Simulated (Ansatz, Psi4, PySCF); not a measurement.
F4V (SMILES [F][V+]([F])([F])[F]), charge +1, singlet, geometry from GFN2-xTB (such geometries of metal compounds can be far from the true shape) (the multiplicity is a formal guess). Base run: PBE/STO-3G (PySCF).

Input for PySCF:
```python
from pyscf import gto, scf, dft

mol = gto.M(
    atom='''
V    -0.00000000   -0.00000000   -0.00000000
F     1.05787016    0.73619422   -0.92212232
F     0.75522470   -0.97142821    0.99867095
F    -0.99429019   -0.84029363   -0.90370040
F    -0.81880467    1.07552761    0.82715177
''',
    basis='sto-3g',
    charge=1,
    verbose=4,
)

mf = dft.RKS(mol)
mf.xc = 'pbe'
mf.kernel()
```

The same geometry, method and basis name were run in Ansatz (a first-principles code) and Psi4 and PySCF, at each program's defaults and at the settings that a row names. The base is PySCF at its defaults. Differences at the defaults can come from grids, fitting, cores and function types together.

```csv
code and settings,ΔE vs base (mEh),basis functions,E (Eh),SCF cycles
"PySCF, defaults (exact integrals, its default grid, spherical functions)",0.000,38,-1327.37154,9
"Psi4, defaults (density fitting with its default set, its default grid, spherical functions)",(withheld),38,(withheld),8
"Ansatz, defaults (factorised integrals, its default grid, spherical functions)",-0.020,38,-1327.37156,-
"PySCF, density fitting with def2-universal-jkfit",(withheld),38,(withheld),9
"PySCF, fine grid",-0.018,38,-1327.37156,9
"Psi4, exact integrals, spherical functions, fine grid",-0.018,38,-1327.37156,9
"Ansatz, high accuracy",-0.018,38,-1327.37156,-
```

Some entries are withheld; supply them.


- Psi4, defaults (density fitting with its default set, its default grid, spherical functions), ΔE vs base (mEh): -2.862
- Psi4, defaults (density fitting with its default set, its default grid, spherical functions), E (Eh): -1327.37440
- PySCF, density fitting with def2-universal-jkfit, ΔE vs base (mEh): -2.956
- PySCF, density fitting with def2-universal-jkfit, E (Eh): -1327.37449
